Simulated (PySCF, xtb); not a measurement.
C2H3Cl2FSi, SMILES F/C([SiH2]Cl)=C/Cl.

GFN2-xTB in xtb at its own geometry gives an orbital gap of 3.99 eV and a dipole moment of 1.23 D.

Geometry optimised at B3LYP-D3(BJ)/def2-SVP. The structure was generated by enumeration; whether it is a known compound was not checked. The values are those of a single conformer.

Q: What does PySCF with M06-2X/def2-TZVP give? (The exact figures need the calculation; the answer reports its results.)

A: gap 8.36 eV (levels -8.90 and -0.54 eV), dipole 1.29 D.
